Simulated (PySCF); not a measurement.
**`F[SiH2][SiH2]O[SiH2]C=O`, CH7FO2Si3**

Molfile (atoms numbered from 1):
```
CH7FO2Si3
     RDKit          3D

 14 13  0  0  0  0  0  0  0  0999 V2000
    1.2413    1.1192    0.8090 O   0  0  0  0  0  0  0  0  0  0  0  0
    1.9646    0.1519    0.7491 C   0  0  0  0  0  0  0  0  0  0  0  0
    1.4231   -1.5312    0.0033 Si  0  0  0  0  0  4  0  0  0  0  0  0
   -0.0920   -1.3690   -0.4727 O   0  0  0  0  0  0  0  0  0  0  0  0
   -1.4897   -0.5146   -0.7124 Si  0  0  0  0  0  4  0  0  0  0  0  0
   -1.2693    1.6318    0.0786 Si  0  0  0  0  0  4  0  0  0  0  0  0
   -2.7439    2.2522   -0.2497 F   0  0  0  0  0  0  0  0  0  0  0  0
    2.9958    0.2472    1.1491 H   0  0  0  0  0  0  0  0  0  0  0  0
    2.2688   -1.7954   -1.1562 H   0  0  0  0  0  0  0  0  0  0  0  0
    1.4843   -2.5304    1.0648 H   0  0  0  0  0  0  0  0  0  0  0  0
   -2.4732   -1.3814   -0.0449 H   0  0  0  0  0  0  0  0  0  0  0  0
   -1.6847   -0.6798   -2.1611 H   0  0  0  0  0  0  0  0  0  0  0  0
   -0.4191    2.5600   -0.6609 H   0  0  0  0  0  0  0  0  0  0  0  0
   -1.2067    1.8389    1.5222 H   0  0  0  0  0  0  0  0  0  0  0  0
  1  2  2  0
  2  3  1  0
  3  4  1  0
  4  5  1  0
  5  6  1  0
  6  7  1  0
  2  8  1  0
  3  9  1  0
  3 10  1  0
  5 11  1  0
  5 12  1  0
  6 13  1  0
  6 14  1  0
M  END
```

Computed, not measured: GIAO HSE06/6-31G* magnetisability, rotational g tensor and spin-rotation constants, non-relativistic, gas phase in PySCF 2.14.0. Geometry: GFN2-xTB.

(1) How diamagnetic is it, and how anisotropic?

(2) Split it along the inertial axes a, b, c into diamagnetic and paramagnetic parts about the centre of mass, with the quadrupole moment.

(3) And the rotational g tensor?

Answers

(1) Isotropic -907 × 10⁻³⁰ J/T², or -54.6 × 10⁻⁶ cm³/mol; principal values -1056, -914, -752 × 10⁻³⁰ J/T², anisotropy 264 × 10⁻³⁰ J/T² (root of half the summed squared differences of the principal values). The susceptibility is in cgs units.

(2) 
| axis | χ (10⁻⁶ cm³/mol) | diamagnetic (10⁻⁶ cm³/mol) | paramagnetic (10⁻⁶ cm³/mol) | summed x² of all electrons (Å²) | quadrupole Θ (D Å) |
| --- | --- | --- | --- | --- | --- |
| a | -55.4 | -611.4 | 556.0 | 296.3 | -0.45 |
| b | -53.4 | -1349.4 | 1296.0 | 122.4 | -1.70 |
| c | -55.0 | -1776.3 | 1721.3 | 21.7 | +2.15 |

Anisotropies 2χaa − χbb − χcc = -2.4 and 2χbb − χaa − χcc = +3.6 × 10⁻⁶ cm³/mol. Θ is traceless in Buckingham's convention.

(3) 
| axis | rotational constant (GHz) | g | nuclear part | electronic part |
| --- | --- | --- | --- | --- |
| a | 2.4485 | -0.0653 | 0.5743 | -0.6396 |
| b | 0.9153 | -0.0249 | 0.5323 | -0.5573 |
| c | 0.6822 | -0.0188 | 0.5329 | -0.5516 |

Asymmetric top; isotopes 12C, 19F, 1H, 16O, 28Si; no vibrational averaging.
